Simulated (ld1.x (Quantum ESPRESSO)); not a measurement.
# Which setting gave this result? (nickel (Ni), RRKJ)

Base potential:

| Quantity | Value |
| --- | --- |
| Element | Ni |
| Generator | ld1.x (Quantum ESPRESSO) 7.5 |
| Type | norm-conserving RRKJ (Kleinman–Bylander form) |
| Functional | PBE |
| Relativity | scalar-relativistic |
| Frozen core | [Ar] |
| Valence charge | 10 |
| Reference configuration | 3d7 4s0 4p0 (charge +3) |
| Partial waves | 4p (bound, empty): rc 1.65 bohr; 3d (bound): rc 0.85 bohr; 4s (bound, empty): rc 1.65 bohr |
| Local potential | the s channel |
| Core correction | Bessel-smoothed model core inside 0.40 bohr |
| rho0 | 0.001 |

Cutoffs, loose and tight: the cutoffs (Ry, on a coarse ladder) from which the occupation-weighted sum of valence levels, in a spherical-Bessel basis at the reference potential, stays within 10 and 1 mRy of its value at 400 Ry. They do not see the model core or the augmentation charge, which bear on the density cutoff. Test errors are all-electron minus pseudo excitation energies from the reference, over the configurations 3d8 4s2 4p0; 3d8 4s1 4p0; 3d8 4s0 4p0; 3d8.5 4s1.5 4p0; 3d8 4s0 4p1; 3d7 4s2 4p1; 3d8 4s0 4p2; variants that change the core or the reference have their own tests.

Only the d radius is moved (2 further runs of the sweep failed or gave no value and are left out):

```tsv
d radius (bohr)	cutoff, loose	cutoff, tight	bound ghosts	largest test error (meV)
0.78	260 Ry	300 Ry	p	-802
0.9	200 Ry	300 Ry	p	-793
0.98	180 Ry	260 Ry	p	-785
1.06	160 Ry	230 Ry	p	-769
1.28	110 Ry	160 Ry	p	-720
```

One more run gave cutoff, loose: 140 Ry; cutoff, tight: 200 Ry; bound ghosts: p; largest test error (meV): -753. Which value of the d radius was used?

1.16 bohr. The loose cutoff moves one way along this sweep, from 260 Ry at 0.78 to 110 Ry at 1.28 bohr, which places the run between 1.06 and 1.28 bohr.
